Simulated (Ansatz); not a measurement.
SiB₈⁻. Charge -1, multiplicity 2. Geometry B3LYP-D4/def2-SVP, that of the neutral singlet; atoms count from 1.

```xyz
9

Si   -0.0349   -3.0741   -0.5983
B     0.2415   -1.0077   -0.1919
B    -1.4483    2.7597    0.5171
B     1.8837   -0.5607   -0.0862
B     0.8575    0.6259    0.1311
B    -1.9200    1.3320    0.2375
B    -0.9285    0.1368    0.0165
B     1.5684   -2.0481   -0.3777
B    -0.2194    1.8360    0.3519
```

The charge -1 doublet is spin-contaminated (final ⟨S²⟩ up to 1.13, 0.75 for a pure state). Another isomer (singlet) lies 0.28 eV lower at PBE0-D4/def2-TZVP; other spin states weren't run for this one.

**Question.** Estimate the Mulliken populations from the PBE0/def2-TZVPD orbitals of Ansatz.

**Answer.** 
```json
{"atom": "Si1", "charge (e)": "-0.62", "spin (α − β)": "0.44"}
{"atom": "B2", "charge (e)": "0.26", "spin (α − β)": "-0.13"}
{"atom": "B3", "charge (e)": "0.24", "spin (α − β)": "0.63"}
{"atom": "B4", "charge (e)": "-0.22", "spin (α − β)": "-0.19"}
{"atom": "B5", "charge (e)": "0.22", "spin (α − β)": "0.27"}
{"atom": "B6", "charge (e)": "-0.41", "spin (α − β)": "0.23"}
{"atom": "B7", "charge (e)": "0.36", "spin (α − β)": "-0.41"}
{"atom": "B8", "charge (e)": "-0.05", "spin (α − β)": "0.10"}
{"atom": "B9", "charge (e)": "-0.79", "spin (α − β)": "0.06"}
```
Mulliken values and Mayer orders depend strongly on the basis. With diffuse functions, as here, like atoms can get unlike values, and bond orders can come out too low or too high.

**Question.** Where does the spin sit?

**Answer.** Summed by element: Si 0.44, B 0.56, of 1 unpaired in all. Largest on single atoms: B3 0.63, Si1 0.44, B7 -0.41.

**Question.** And the Mayer bond orders between bonded heavy atoms (over 0.3)?

**Answer.** Si1–B8 1.32 (1.92 Å); B2–B4 0.72 (1.71 Å); B2–B5 0.34 (1.78 Å); B2–B7 1.66 (1.65 Å); B3–B6 1.70 (1.53 Å); B3–B9 1.24 (1.55 Å); B4–B5 0.83 (1.58 Å); B4–B8 1.05 (1.55 Å); B5–B9 1.26 (1.63 Å); B6–B7 0.45 (1.57 Å); B6–B9 1.08 (1.78 Å); B7–B9 0.58 (1.87 Å). Values over 0.3 also appear between atoms too far apart for a bond (Si1–B7 0.37 at 3.39 Å); they arise where an orbital or an unpaired electron spreads over both atoms.
